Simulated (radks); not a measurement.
Task: The mean radii <r> (bohr) of the occupied orbitals of an atom or ion are listed with their occupations. Calculated with a radial shooting solver on a logarithmic mesh with Libxc functionals: scalar-relativistic Kohn-Sham, PBE, spin-unpolarised, spherical densities, point nucleus.

orbital  occ.      <r>
1s          2  0.03916
2s          2   0.1724
2p          6   0.1504
3s          2   0.4877
3p          6   0.4924
3d          9   0.4851
4s          2    1.269
4p          5    1.406
5p          1    3.405

Name the element and its charge.

Result: Z = 38, strontium, charge +3: Sr3+ in [Ar] 3d9 4s2 4p5 5p1. The 1s radius gives Z: for a bare nucleus <r> = (2 gamma + 1)/(2Z) with gamma = sqrt(1 - (Z/c)^2), 0.03844 bohr for Z = 38, and screening makes it slightly larger (0.03916 here). The occupations add up to 35, and the charge is Z minus that.
